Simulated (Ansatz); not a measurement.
C$_{2}$H$_{6}$Si, charge -1, doublet, geometry from GFN2-xTB (a state made from the parent by changing its charge; the spin is typed, not shown lowest) (a gas-phase anion, which may not be bound at this level). Base run: B3LYP/def2-SVP (Ansatz, a quantum-chemistry and plane-wave program).

Geometry (Å):
```xyz
9

Si    -0.2522     0.1148     0.6782
C      0.7496     1.2600    -0.4590
H      0.9370     2.2126     0.0460
H      0.2313     1.4956    -1.4000
H      1.7313     0.8465    -0.7324
C     -0.4154    -1.4122    -0.4397
H      0.5543    -1.8534    -0.7129
H     -0.9457    -1.2042    -1.3805
H     -0.9831    -2.1916     0.0778
```
Charge -1, spin multiplicity 2.
Orbitals are unrestricted.
All else is at Ansatz's defaults.
Base energy -369.13673 Eh.

Variants of this job, named by their change:

```tsv
change	ΔE vs base (kcal/mol)
base	0.000
final_grid = 4, 8, 17	-0.020
final_grid = 14, 28, 59	0.001
forces = on	0.000
final_grid = 6, 12, 29	-0.002
lower_state_search = light	0.000
lower_state_search = full	0.000
point_charge = charge:-1.0 position_ang:4.8181, -2.7918, 0.5582	54.44
point_charge = charge:0.5 position_ang:-4.6121, -1.164, 1.9338	-35.42
point_charge = charge:1.0 position_ang:4.2916, 1.2481, -3.8368	-53.61
fitting.mean_field = def2-universal-JKFIT	-0.040
```

A gas-phase anion may not be bound at this level; its values then depend on the basis.
